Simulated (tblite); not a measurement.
Parent: `[N:1]#[C:2][C@@H:3]([SiH3:4])[CH:5]=[O:6]` with C2–C3–C5–O6 153°, C3H5NOSi.

Computed geometry: GFN2-xTB, gas phase. One conformer each, not checked by frequencies here.

| coordinate of the parent | value |
| --- | --- |
| N1≡C2 | 1.144 Å |
| C2–C3 | 1.426 Å |
| C3–Si4 | 1.950 Å |
| C3–C5 | 1.487 Å |
| C5=O6 | 1.200 Å |
| N1–C2–C3 | 179.1° |
| C2–C3–Si4 | 109.0° |
| C2–C3–C5 | 113.0° |
| Si4–C3–C5 | 106.7° |
| C3–C5–O6 | 124.4° |

Question: How does the shared frame change in `[CH3:1][C:2]([CH3:3])([CH3:4])[C@:5]([SiH3:6])([C:7]#[N:8])[CH:9]=[O:10]` with C2–C5–C9–O10 -31°, C7H13NOSi? Atoms pair as N1 = N8, C2 = C7, C3 = C5, Si4 = Si6, C5 = C9, O6 = O10 (parent first).

Answer: 
```json
{"parent": "N1≡C2", "relative": "N8≡C7", "value in the relative": "1.145 Å", "change": "+0.001"}
{"parent": "C2–C3", "relative": "C7–C5", "value in the relative": "1.433 Å", "change": "+0.007"}
{"parent": "C3–Si4", "relative": "C5–Si6", "value in the relative": "1.959 Å", "change": "+0.009"}
{"parent": "C3–C5", "relative": "C5–C9", "value in the relative": "1.492 Å", "change": "+0.005"}
{"parent": "C5=O6", "relative": "C9=O10", "value in the relative": "1.202 Å", "change": "+0.002"}
{"parent": "N1–C2–C3", "relative": "N8–C7–C5", "value in the relative": "179.1°", "change": "0.0"}
{"parent": "C2–C3–Si4", "relative": "C7–C5–Si6", "value in the relative": "104.6°", "change": "-4.4"}
{"parent": "C2–C3–C5", "relative": "C7–C5–C9", "value in the relative": "108.6°", "change": "-4.4"}
{"parent": "Si4–C3–C5", "relative": "Si6–C5–C9", "value in the relative": "100.5°", "change": "-6.2"}
{"parent": "C3–C5–O6", "relative": "C5–C9–O10", "value in the relative": "126.7°", "change": "+2.3"}
```

Of the parent's bonds, C3–Si4 changes most (+0.009 Å). Bonds of the relative outside the shared frame: C1–C2 1.528, C2–C3 1.534, C2–C4 1.531, C2–C5 1.553 Å. Point group C1 → C1.

Question: How does the shared frame change in `[CH2:1]=[CH:2][CH2:3][C@:4]([SiH3:5])([C:6]#[N:7])[CH:8]=[O:9]` with C1–C2–C3–C4 -119°, C2–C3–C4–Si5 53°, C3–C4–C8–O9 -23°, C6H9NOSi? Atoms pair as N1 = N7, C2 = C6, C3 = C4, Si4 = Si5, C5 = C8, O6 = O9 (parent first).

Answer: 
```json
{"parent": "N1≡C2", "relative": "N7≡C6", "value in the relative": "1.145 Å", "change": "+0.001"}
{"parent": "C2–C3", "relative": "C6–C4", "value in the relative": "1.429 Å", "change": "+0.003"}
{"parent": "C3–Si4", "relative": "C4–Si5", "value in the relative": "1.953 Å", "change": "+0.003"}
{"parent": "C3–C5", "relative": "C4–C8", "value in the relative": "1.490 Å", "change": "+0.003"}
{"parent": "C5=O6", "relative": "C8=O9", "value in the relative": "1.201 Å", "change": "+0.001"}
{"parent": "N1–C2–C3", "relative": "N7–C6–C4", "value in the relative": "179.4°", "change": "+0.3"}
{"parent": "C2–C3–Si4", "relative": "C6–C4–Si5", "value in the relative": "106.8°", "change": "-2.2"}
{"parent": "C2–C3–C5", "relative": "C6–C4–C8", "value in the relative": "111.0°", "change": "-2.0"}
{"parent": "Si4–C3–C5", "relative": "Si5–C4–C8", "value in the relative": "104.4°", "change": "-2.3"}
{"parent": "C3–C5–O6", "relative": "C4–C8–O9", "value in the relative": "124.9°", "change": "+0.5"}
```

No shared bond changes by more than 0.004 Å. Bonds of the relative outside the shared frame: C1=C2 1.321, C2–C3 1.494, C3–C4 1.539 Å. Point group C1 → C1.

Question: How does the shared frame change in `[CH3:1][CH:2]([CH3:3])[O:4][C@@:5]([SiH3:6])([C:7]#[N:8])[CH:9]=[O:10]` with C1–C2–O4–C5 -139°, C2–O4–C5–Si6 -168°, O4–C5–C9–O10 -175°, C6H11NO2Si? Atoms pair as N1 = N8, C2 = C7, C3 = C5, Si4 = Si6, C5 = C9, O6 = O10 (parent first).

Answer: 
```csv
parent,relative,value in the relative,change
N1≡C2,N8≡C7,1.145 Å,+0.001
C2–C3,C7–C5,1.433 Å,+0.007
C3–Si4,C5–Si6,1.954 Å,+0.004
C3–C5,C5–C9,1.486 Å,-0.001
C5=O6,C9=O10,1.201 Å,+0.001
N1–C2–C3,N8–C7–C5,179.0°,-0.1
C2–C3–Si4,C7–C5–Si6,108.8°,-0.2
C2–C3–C5,C7–C5–C9,112.3°,-0.7
Si4–C3–C5,Si6–C5–C9,108.4°,+1.7
C3–C5–O6,C5–C9–O10,126.0°,+1.6
```

Of the parent's bonds, C2–C3 changes most (+0.007 Å). Bonds of the relative outside the shared frame: C1–C2 1.525, C2–C3 1.527, C2–O4 1.433, O4–C5 1.411 Å. Point group C1 → C1.
